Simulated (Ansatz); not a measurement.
CH₆BF₂NSi (`B[C@@H](F)[Si@@H](N)F`), 12 atoms. Charge 0, multiplicity 1. All runs use 4 threads of a server CPU on a shared host. Correlated methods freeze the cores.

Task: How many basis functions does each run have, and how long does it take in Ansatz? RKS ωB97M-V/def2-SVP energy; RHF-MP2/def2-QZVPP energy; RKS PBE0-D4/def2-QZVPP energy; direct RPA on PBE orbitals/def2-TZVPP energy; RKS PBE-QIDH (frozen core)/def2-TZVPP energy; RHF-CCSD(T)/def2-TZVPP energy; RKS ωB97M-V/def2-QZVPP energy; RKS HSE06 (plane-wave form)-D4/def2-TZVPP energy; RKS B3LYP-D4/def2-TZVPP energy and forces; RKS PBE0-D4/def2-TZVP relaxation (12 steps); RKS PBE0-D4/def2-TZVP frequencies; RKS PBE0-D4/def2-SVP energy. (Best estimate.)

Result: The calculation gave: Other jobs shared the machine, so times are rough.

```tsv
level	job	functions	wall time	peak host memory (GiB)
RKS PBE0-D4/def2-SVP	energy	118	1.2 s	0.28
RKS ωB97M-V/def2-SVP	energy	118	5.5 s	0.39
RKS HSE06 (plane-wave form)-D4/def2-TZVPP	energy	281	6 s	0.8
direct RPA on PBE orbitals/def2-TZVPP	energy	281	8 s	0.76
RKS PBE-QIDH (frozen core)/def2-TZVPP	energy	281	8.5 s	0.82
RKS PBE0-D4/def2-QZVPP	energy	535	11 s	2.1
RKS B3LYP-D4/def2-TZVPP	energy and forces	281	16 s	0.86
RKS ωB97M-V/def2-QZVPP	energy	535	25 s	2.6
RHF-MP2/def2-QZVPP	energy	535	31 s	3.9
RKS PBE0-D4/def2-TZVP	relaxation (12 steps)	228	60 s	0.64
RKS PBE0-D4/def2-TZVP	frequencies	228	3.5 min	0.64
RHF-CCSD(T)/def2-TZVPP	energy	281	6.9 min	8.5
```

B3LYP here is the variant with VWN-RPA as its local correlation; programs differ in this.
